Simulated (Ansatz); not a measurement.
C2H6AlGaO. Total charge 0; spin multiplicity 1. Correlated methods include outer-core shells of Ga, which these sets cover unevenly. Scalar relativity is left out up to krypton. The bonds changed during the relaxation, so this is another structure than the one it started from.

```xyz
11

C     1.786   -0.568   -0.119
C     1.175    0.527    0.302
O    -0.170    0.705    0.288
Ga   -1.638   -0.536   -0.338
Al   -1.254    2.112    0.811
H     2.865   -0.627   -0.072
H     1.244   -1.419   -0.514
H     1.723    1.379    0.698
H    -1.495   -0.621   -1.891
H    -2.564    0.764    0.151
H    -1.670   -1.716    0.684
```

Task: Give the diagnostics of a CCSD(T)/def2-TZVPP run (frozen core, Ansatz). (An estimate is asked.)

Result: Computed: T1 = 0.0147, largest single amplitude 0.021, largest double 0.105, (T) share of the correlation energy 4.0 %, 9 CCSD cycles. The RHF solution is unstable towards an unrestricted one. T1 lies under the customary mark of 0.02 for closed shells.
